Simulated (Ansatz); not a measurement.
CH$_{5}$ClOSi (`CO[SiH2]Cl`). Total charge 0; spin multiplicity 1.

Z-matrix (Å, degrees):
```
C
O 1 1.412
H 1 1.090 2 108.0
H 1 1.094 2 110.9 3 -119.3
H 1 1.096 2 111.5 3 119.3
Si 2 1.626 1 124.4 3 -170.8
Cl 6 2.057 2 111.0 1 -62.5
H 6 1.474 2 106.8 1 179.2
H 6 1.483 2 111.2 1 55.3
```

(1) Give the diagnostics of a CCSD(T)/def2-TZVPP run (frozen core, Ansatz). (Best estimate.)

Results:

(1) Computed: T1 = 0.0103, largest single amplitude 0.011, largest double 0.016, (T) share of the correlation energy 3.6 %, 9 CCSD cycles. The RHF solution is stable towards an unrestricted one. T1 lies under the customary mark of 0.02 for closed shells.
